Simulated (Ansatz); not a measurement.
Species: CdCl, charge 1, multiplicity 1. SMILES: [Cd+][Cl]
Geometry from a B3LYP-D3(BJ)/def2-TZVP (Ansatz, a program for electronic structure) optimisation:
```xyz
2

Cd     0.0000     0.0000    -0.5928
Cl     0.0000     0.0000     1.6737
```
Charge +1, spin multiplicity 1.

Property: vertical triplet-singlet gap, E(triplet) - E(singlet), in eV. Conventions: def2 sets with scalar-relativistic core potentials past Kr; STO-3G and 3-21G all-electron and non-relativistic; UHF or UKS for open shells; 6-31G* and kin with 6d, 5d where marked; each state is the SCF solution reached for its charge and spin; frozen cores in correlated levels (noble-gas shells and the d and f shells of earlier blocks); spin-orbit terms left out; LANL2DZ with its own core potentials from Na on. First-principles rows: single points at B3LYP-D3(BJ) geometries (Ansatz). The spin state of an ion or metal species was assumed, not searched. Levels can end on unlike triplets.

| level | program | vertical triplet-singlet gap, E(triplet) - E(singlet) (eV) |
|---|---|---|
| HF/6-31G* with LANL2DZ past Ar | Ansatz | 1.62 |
| PBE/6-31G* with LANL2DZ past Ar | Ansatz | 2.67 |
| B3LYP/STO-3G | Ansatz | 2.38 |
| B3LYP/3-21G | Ansatz | 2.58 |
| B3LYP/6-31G* with LANL2DZ past Ar | Ansatz | 2.48 |
| MP2/6-31G* with LANL2DZ past Ar | Ansatz | 2.35 |
| PBE0/def2-TZVPD | Ansatz | 2.23 |

No value to compare with is used here. The 6 habitual levels span 1.62 (HF/6-31G* with LANL2DZ past Ar) to 2.67 eV (PBE/6-31G* with LANL2DZ past Ar); PBE0/def2-TZVPD gives 2.23.

The levels are drawn from those run, B3LYP/6-31G* more often than the rest, none by its result; runs whose electronic state is in doubt are left out.
